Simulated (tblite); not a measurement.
Species: C6H10BBrO.
SMILES with atom numbers: `[Br:1][C@@H:2]1[CH2:3][C@H:4]2[CH2:5][BH:6][CH2:7][C@@H:8]1[O:9]2` (hydrogens: H10 on C2; H11, H12 on C3; H13 on C4; H14, H15 on C5; H16 on B6; H17, H18 on C7; H19 on C8)

Computed with GFN2-xTB (tblite), gas phase: L-BFGS steps from a force-field or distance-geometry start until the largest atomic force falls under 0.01 eV/Å.

Step 20: E = -743.7972 eV
```
atom  x, y, z in Å  |  force x, y, z in eV/Å
Br1    -1.6624   -2.1622    1.9042   -0.102  -0.002  -0.047
C2     -0.6826   -0.7852    0.9464    0.084  -0.128  -0.135
C3     -1.4139    0.5408    0.8111    0.087  -0.006   0.029
C4     -0.7696    1.0434   -0.4837    0.089  -0.041  -0.043
C5      0.7037    1.4467   -0.2426   -0.091   0.064  -0.088
B6      1.7266    0.2487   -0.1380   -0.069   0.087  -0.185
C7      1.2003   -1.1371   -0.6705   -0.072  -0.053  -0.012
C8     -0.3288   -1.1582   -0.5249    0.000   0.078   0.079
O9     -0.8592   -0.1037   -1.3162    0.014  -0.041   0.134
H10     0.2375   -0.6385    1.5183   -0.038  -0.127   0.020
H11    -2.4805    0.3925    0.6493   -0.060  -0.006   0.047
H12    -1.2490    1.1922    1.6620   -0.068   0.088   0.110
H13    -1.3399    1.8489   -0.9604    0.063  -0.118   0.022
H14     0.7490    2.1564    0.5853    0.001  -0.002   0.023
H15     1.0431    2.0070   -1.1176    0.006   0.091  -0.098
H16     2.8323    0.4290    0.1933    0.012  -0.013   0.078
H17     1.6431   -2.0284   -0.2308    0.045  -0.032   0.097
H18     1.4223   -1.1773   -1.7409    0.025  -0.078  -0.039
H19    -0.7821   -2.1058   -0.8518    0.073   0.239   0.007
```

Step 21: E = -743.8060 eV
```
atom  x, y, z in Å  |  force x, y, z in eV/Å
Br1    -1.7013   -2.1628    1.8843   -0.042   0.041  -0.066
C2     -0.6838   -0.7884    0.9480    0.031  -0.173  -0.076
C3     -1.4088    0.5427    0.8146    0.098  -0.055   0.045
C4     -0.7690    1.0419   -0.4844    0.063  -0.022   0.025
C5      0.7041    1.4520   -0.2499   -0.073   0.038  -0.099
B6      1.7320    0.2579   -0.1467   -0.112   0.014  -0.152
C7      1.2057   -1.1346   -0.6637   -0.118  -0.052  -0.051
C8     -0.3263   -1.1589   -0.5230    0.012   0.050   0.140
O9     -0.8667   -0.1083   -1.3130    0.125  -0.015   0.156
H10     0.2311   -0.6598    1.5352   -0.091  -0.122  -0.031
H11    -2.4776    0.3948    0.6526    0.008   0.024   0.081
H12    -1.2369    1.1900    1.6690   -0.093   0.077   0.056
H13    -1.3453    1.8475   -0.9523    0.067  -0.115  -0.024
H14     0.7541    2.1635    0.5777   -0.025  -0.030  -0.010
H15     1.0371    2.0119   -1.1279    0.004   0.090  -0.091
H16     2.8380    0.4351    0.1822    0.029   0.013   0.074
H17     1.6547   -2.0281   -0.2295   -0.011   0.044   0.109
H18     1.4249   -1.1771   -1.7338    0.037  -0.066  -0.083
H19    -0.7761   -2.1100   -0.8469    0.092   0.259  -0.003
```

Step 22: E = -743.8159 eV
```
atom  x, y, z in Å  |  force x, y, z in eV/Å
Br1    -1.7386   -2.1616    1.8626    0.011   0.064  -0.074
C2     -0.6827   -0.7932    0.9486   -0.055  -0.154   0.040
C3     -1.4017    0.5439    0.8190    0.078  -0.087   0.065
C4     -0.7676    1.0408   -0.4847    0.020   0.002   0.103
C5      0.7038    1.4594   -0.2607   -0.015   0.010  -0.091
B6      1.7354    0.2674   -0.1607   -0.101  -0.062  -0.084
C7      1.2097   -1.1338   -0.6587   -0.097  -0.023  -0.084
C8     -0.3233   -1.1581   -0.5193    0.038   0.010   0.150
O9     -0.8731   -0.1125   -1.3076    0.210   0.027   0.122
H10     0.2253   -0.6829    1.5511   -0.114  -0.113  -0.066
H11    -2.4731    0.3952    0.6556    0.091   0.054   0.112
H12    -1.2284    1.1887    1.6774   -0.098   0.043  -0.011
H13    -1.3506    1.8451   -0.9435    0.049  -0.094  -0.076
H14     0.7603    2.1682    0.5706   -0.048  -0.055  -0.050
H15     1.0292    2.0234   -1.1397   -0.009   0.079  -0.073
H16     2.8408    0.4386    0.1769    0.010   0.038   0.046
H17     1.6663   -2.0265   -0.2245   -0.075   0.124   0.115
H18     1.4281   -1.1842   -1.7284    0.032  -0.055  -0.111
H19    -0.7698   -2.1086   -0.8416    0.075   0.193  -0.033
```

**Question.** Estimate the geometry and energy of step 23. (The exact step hangs on the optimiser's Hessian estimate; all steps are aligned on step 22, rigid shifts and turns removed.)

**Answer.** E = -743.8261 eV, largest force 0.244 eV/Å
```
atom  x, y, z in Å  |  force x, y, z in eV/Å
Br1    -1.7725   -2.1589    1.8405    0.037   0.052  -0.063
C2     -0.6816   -0.7999    0.9498   -0.129  -0.081   0.152
C3     -1.3930    0.5434    0.8244    0.034  -0.078   0.081
C4     -0.7657    1.0404   -0.4833   -0.013   0.020   0.149
C5      0.7033    1.4673   -0.2737    0.061  -0.008  -0.062
B6      1.7369    0.2757   -0.1773   -0.034  -0.101   0.005
C7      1.2119   -1.1339   -0.6563   -0.017   0.016  -0.097
C8     -0.3197   -1.1564   -0.5133    0.064  -0.023   0.093
O9     -0.8755   -0.1155   -1.3000    0.231   0.068   0.042
H10     0.2191   -0.7065    1.5645   -0.097  -0.101  -0.064
H11    -2.4664    0.3949    0.6596    0.145   0.072   0.128
H12    -1.2235    1.1883    1.6856   -0.077   0.002  -0.060
H13    -1.3553    1.8413   -0.9360    0.020  -0.067  -0.111
H14     0.7660    2.1704    0.5635   -0.057  -0.067  -0.080
H15     1.0205    2.0386   -1.1521   -0.032   0.051  -0.042
H16     2.8414    0.4410    0.1756   -0.047   0.053  -0.002
H17     1.6757   -2.0224   -0.2162   -0.122   0.178   0.113
H18     1.4316   -1.1955   -1.7256    0.005  -0.047  -0.108
H19    -0.7633   -2.1029   -0.8371    0.028   0.061  -0.073
```

The energy changes by -0.0102 eV. The first-order estimate −F·Δx gives -0.0140 eV and the mean of the old and new forces, exact on a quadratic surface, -0.0102 eV. The step makes an angle of 71° with the force vector and moves no atom by more than 0.041 Å.

The cost below is that of the whole relaxation. On one thread of an Arm Neoverse N1, no GPU, shared host with 64 logical CPUs at a one-minute load of 60, this took 1.1 s.
